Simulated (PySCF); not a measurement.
## Computed structure and properties of [CeCl4]−

System: [CeCl4]− (singlet in the valence; each metal's 4f electrons, 1 of them, lie in its core potential, out of spins and levels); start: template (Td). Method: PySCF 2.14.0, RKS r2SCAN, Ce lcecp-1-SVP with ECP47, Cl def2-SVP; non-relativistic Hamiltonian with scalar-relativistic core potentials where named; density fitting; no spin-orbit coupling.

Input of the relaxation:

```python
mol = gto.M(atom='''
Ce    -0.00000     0.00000    -0.00000
Cl     1.56110     1.56110     1.56110
Cl    -1.56110    -1.56110     1.56110
Cl     1.56110    -1.56110    -1.56110
Cl    -1.56110     1.56110    -1.56110''',
    basis={'Ce': 'lcecp-1-SVP', 'Cl': 'def2-SVP'},
    ecp={'Ce': 'lcecp-1-SVP'},
    charge=-1, spin=0)
mf = dft.RKS(mol, xc='R2SCAN')
mf.grids.atom_grid = (50, 194)  # f atoms: unpruned, at least (60, 302)
mf = mf.density_fit()  # fitting sets: Ce AutoAux, Cl def2-universal-JKFIT
mf.conv_tol = 1e-08; mf.max_cycle = 55
mf.kernel(dm0)  # dm0: converged density of the start geometry
# quasi-Newton relaxation in Cartesian coordinates to a largest gradient under 0.00045 Eh/bohr, steps kept in the point group
```

Run from Python with OMP_NUM_THREADS=2; the lines above give its settings. Where DIIS fails, smearing, a level shift and second-order steps follow.
It took 20 s on 2 threads of Arm Neoverse V1 (shared host), from the converged density of the start.

Course of the relaxation:

| step | energy above end (eV) | largest force component within the symmetry (eV/Å) |
| --- | --- | --- |
| 0 | 0.0384 | 0.251 |
| 1 | 0.0084 | 0.120 |
| 2 | 0.0000 | 0.006 |
| 3 | 0.0000 | 0.000 |

Relaxed geometry (Td):

```xyz
5

Ce    0.0000    0.0000    0.0000
Cl    1.5359    1.5359    1.5359
Cl   -1.5359   -1.5359    1.5359
Cl    1.5359   -1.5359   -1.5359
Cl   -1.5359    1.5359   -1.5359
```

```tsv
contact	Å
Ce1–Cl2 (Cl)	2.660
Ce1–Cl3 (Cl)	2.660
Ce1–Cl4 (Cl)	2.660
Ce1–Cl5 (Cl)	2.660
```

On the finer grid (75, 302):

The HOMO is -3.56 eV, the LUMO is 2.73 eV and the dipole about the centre of mass is 0.00 D. The set of Mulliken populations of Ce1 outside the core potential is s 2.22, p 6.38, d 1.53, f 0.05 and the D3(BJ) dispersion energy (not in the energies) is -0.055 eV.

| atom | Mulliken (e) | Löwdin (e) | spin (e) |
| --- | --- | --- | --- |
| Ce1 | 0.82 | -0.27 | 0.00 |
| Cl2 | -0.45 | -0.18 | 0.00 |
| Cl3 | -0.45 | -0.18 | 0.00 |
| Cl4 | -0.45 | -0.18 | 0.00 |
| Cl5 | -0.45 | -0.18 | 0.00 |

The 4f levels lie in the core potential and are missing. Their spin isn't counted.

No frequency check is given for this geometry.

Taking off one Cl (charge -1, singlet; the rest: singlet) in vacuum, both parts rigid, costs 4.85 eV; the small basis without counterpoise inflates it.

Rigid scan of Cl along the line from its metal:

(distance to Cl2 (Å), energy (eV)): (2.36, 0.583), (2.46, 0.227), (2.56, 0.049), (2.66, 0.000), (2.76, 0.041), (2.86, 0.143), (3.06, 0.453), (3.36, 1.015), (3.76, 1.730), (4.26, 2.436)

One start shape was tried, so this needn't be the lowest isomer.

An lcecp potential fixes the number of 4f electrons, so in runs with it no electron can move into or out of that shell.
